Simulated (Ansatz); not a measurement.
Energy profile

The step: AlH₂BrO ([OH][AlH][Br]) → AlHO ([OH][Al]) + HBr; bonds formed: Br2–H3; bonds broken: Al1–Br2, Al1–H3 (atoms numbered as in the saddle structure below).

Al1  (0.548, 0.460, 0.566)
Br2  (0.652, -1.476, -1.398)
H3  (1.669, -0.518, -0.239)
O4  (-1.053, 0.933, 0.771)
H5  (-1.816, 0.600, 0.299)
(Å)

Electronic energies by CCSD(T) at an estimated basis limit (MP2 extrapolated from triple and quadruple zeta, plus CCSD(T) − MP2 in triple zeta), on PBE0-D4/def2-TZVP structures; AlH2BrO, singlet; no counterpoise correction. Computed with Ansatz 0.2.0 (basis: def2-TZVPP and def2-QZVPP); correlated methods freeze the cores. Filled d shells of the heavier atoms are correlated. The def2 sets are not built for correlating such inner shells, so the correlated values are less sure here. Extrapolation: Hartree–Fock as exp(−7.88 √X), correlation as X^−2.97.

Question: Give the profile in eV, counted from the start structure. (Judge from chemistry; the value comes from the calculation.)

Answer: By the calculation:
```tsv
point	eV
start structure	0.000
saddle	2.996
end structure	2.304
separated: AlHO (linked as [OH][Al]; Al1, O4, H5; singlet) + HBr (Br2, H3; singlet)	2.374
```

T1 diagnostic: at most 0.016. The restricted Hartree–Fock reference is unstable towards an unrestricted one at one or more of these structures.

For scale, one of the runs: CCSD(T)/def2-TZVPP, 149 basis functions (an equivalent command: `ansatz run in.yaml --threads 2`). Time: 21 s of wall clock on 2 CPU threads; the host was shared. Peak host memory: 0.95 GiB.
